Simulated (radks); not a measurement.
Problem. These are the eigenvalues of the occupied orbitals of an atom or ion with whole-number occupations (hartree). All-electron calculation, scalar-relativistic Kohn-Sham, Slater X-alpha with alpha = 0.828, spin-polarised, spherical densities, finite nucleus; Fermi nuclear charge, rms radius of each element as measured or else 0.836 A^(1/3) + 0.57 fm. Program: a radial shooting solver on a logarithmic mesh with Libxc functionals.

1s: -977.9889
2s: -146.3600
2p: -131.6596
3s: -28.00572
3p: -23.15724
3d: -15.53168
4s: -4.69694
4p: -3.26046
4d: -1.19682

Which element is it, and in what charge state? The configuration may be excited. Open shells, if any, are filled with parallel spins first.

Solution. Z = 48, cadmium, charge +2: Cd2+ in [Kr] 4d10. The list shows which subshells hold electrons but not how many an open one holds; the 1s level, -977.99 hartree, gives Z - s = 44.2 by -(Z - s)^2/2, which with screening and relativity narrows Z to a few neighbours, and the depths of the outer levels then fix element, charge and occupations together.
